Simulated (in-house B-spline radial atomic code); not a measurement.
Ionisation energies along the 63-electron series, configuration 1s2 2s2 2p6 3s2 3p6 3d10 4s2 4p6 4d10 4f5/2(6) 4f7/2(7) 5s2 5p1/2(2), as differences of self-consistent energies. Dirac energy differences include first-order Breit, QED and recoil terms. NIST's values go from ground level to ground level; the uncertainty of those that are theory runs from under 0.1 % in few-electron ions to several per cent in heavy many-electron ones. Computed with a radial B-spline atomic code at the basis-set limit: Dirac-Hartree-Fock, jj configuration that fills j = l - 1/2 first, finite nuclei.

Some pairs differ by more than the removed electron.

A number in brackets counts the electrons of a j subshell.

```csv
ion,configuration after,ionisation energy (eV),IE/(q+1)² (eV),-ε less Coulomb ΔSCF (eV),Breit and QED recoil part (eV),tabulated value (eV),computed minus tabulated (eV)
Lu8+,[Kr] 4d10 4f5/2(6) 4f7/2(6) 5s2 5p1/2(2),141.24,1.7437,5.0192,0.16241,159,-17.76
Hf9+,[Kr] 4d10 4f5/2(6) 4f7/2(6) 5s2 5p1/2(2),171.67,1.7167,4.9707,0.17546,187,-15.33
Ta10+,[Kr] 4d10 4f5/2(6) 4f7/2(7) 5s2 5p1/2(1),?,?,?,?,?,?
W11+,[Kr] 4d10 4f14 5s2,?,?,?,?,?,?
Re12+,[Kr] 4d10 4f14 5s2,251.17,1.4862,-,-0.89832,268,-16.83
```

(1) Fill in the row of Ta10+.

(2) Fill in the row of W11+.

Answers

(1) ionisation energy (eV): 204.38; IE/(q+1)² (eV): 1.6891; -ε less Coulomb ΔSCF (eV): 0.54889; Breit and QED recoil part (eV): -0.29016; tabulated value (eV): 213; computed minus tabulated (eV): -8.62.

(2) ionisation energy (eV): 230.25; IE/(q+1)² (eV): 1.5989; Breit and QED recoil part (eV): -0.81356; tabulated value (eV): 231.6; computed minus tabulated (eV): -1.35.
